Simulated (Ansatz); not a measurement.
Input file for Ansatz (a program for electronic structure): U-CCSD(T)/cc-pVTZ on aminoborane (SMILES BN), a point of a bond scan (R = 1.610 Å).

Ansatz 0.2 input:
```yaml
crystal:
  periodic: [false, false, false]
  atoms:
    - {symbol: B, position_ang: [-0.77598333, 0.04477233, -0.00303336]}
    - {symbol: N, position_ang: [0.60927771, -0.03515382, 0.00238170]}
    - {symbol: H, position_ang: [-1.63705710, -1.31554931, -0.04086467]}
    - {symbol: H, position_ang: [-1.29389237, 1.11910141, 0.02047198]}
    - {symbol: H, position_ang: [1.20971392, 0.77280035, 0.02532482]}
    - {symbol: H, position_ang: [1.11296685, -0.90681330, -0.01624534]}
basis:
  gaussian:
    orbitals: cc-pVTZ
correlation: {method: ccsd_t, electrons: outside_noble_gas}
scf: {omitted_lower_state_checks: [cluster_reference]}
magnetization: {spin_polarized: true, initial_magnetization: 0}
```

Program output:

```
WARN ansatz: RAYON_NUM_THREADS=1 ignored (pool sized by the plan → 1); use --threads N
Functional definition: HF
these checks for a lower state are left out or cut short: cluster_reference
integrals: 0.27 GiB planned
657 factors; integrals over basis functions are off by at most 1.3e-3 eV
mean field: 0.23 GiB planned
mean field evaluation 1: about -2215.2539 eV, gradient 2.1e1 eV
mean field evaluation 2: about -2215.2547 eV, gradient 2.1e1 eV
mean field evaluation 4: about -2217.2506 eV, gradient 1.8e0 eV
mean field evaluation 8: about -2217.2756 eV, gradient 5.8e-4 eV
mean field -2217.27557922 eV, -81.4833746129 hartree, gradient 2.8e-6 eV, S^2 0.000000; 0 other end points of the search recorded, 0 dependent functions left out
2 core orbitals not correlated
reference -2217.27557922 eV, -81.4833746129 hartree; 6, 6 occupied and 108, 108 virtual orbitals, 657 factors
second order -8.93488759 eV of doubles, -0.00000000 eV of singles
coupled cluster: 0.70 GiB planned
cycle   1  -9.30099683 eV  change   -3.7e-1 eV  update   6.7e-2
cycle   2  -9.56771390 eV  change   -2.7e-1 eV  update   2.3e-2
cycle   3  -9.61972572 eV  change   -5.2e-2 eV  update   1.1e-2
cycle   4  -9.61432577 eV  change    5.4e-3 eV  update   3.2e-3
cycle   5  -9.61471952 eV  change   -3.9e-4 eV  update   1.4e-3
cycle   6  -9.61445746 eV  change    2.6e-4 eV  update   4.0e-4
cycle   7  -9.61443456 eV  change    2.3e-5 eV  update   1.1e-4
cycle   8  -9.61446280 eV  change   -2.8e-5 eV  update   3.3e-5
cycle   9  -9.61446121 eV  change    1.6e-6 eV  update   8.1e-6
perturbative correction -0.34693553 eV, -0.0127496454 hartree
Total energy: -2227.23697596 eV, -81.8494491910 hartree
Checks for a lower state left out: cluster_reference
```

The run converged.

Cost: about 11 core-seconds (a rough figure).
